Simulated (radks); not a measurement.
Pd45+, configuration 1s1.

All-electron calculation, scalar-relativistic Kohn-Sham, LB94 model potential, spin-polarised, spherical densities, finite nucleus; open shells are filled with parallel spins first (spin-orbit coupling, left out, can overturn this in heavy ions); Fermi nuclear charge, rms radius 4.5318 fm. Program: a radial shooting solver on a logarithmic mesh with Libxc functionals.

Energy parts (Ry):
part                   energy
kinetic            2310.89480
electron-nucleus  -4490.02941
Hartree              30.01395
(The LB94 potential has no energy functional, so no total or exchange-correlation energy is given.)

Orbitals (lengths in bohr, moments of r in powers of bohr; r(90%) holds 90 % of the orbital's charge):
orbital  occ.  eigenvalue (Ry)     <r^2>  r(90%)
1s up       1        -2171.189  0.001326  0.0561

The highest occupied level is 1s up at -29541 eV. Summed over all electrons, <r^2> = 0.001326 bohr^2, which gives a Langevin (diamagnetic) susceptibility term of -0.00105 x 10^-6 cm^3/mol. For comparison, the ionisation energy in NIST's Atomic Spectra Database is 29622.7 eV (theoretical). In exact Kohn-Sham theory the highest level is minus the ionisation energy, but local and semilocal functionals leave it too shallow, through self-interaction and a potential that decays too fast; potentials with the right tail come closer.
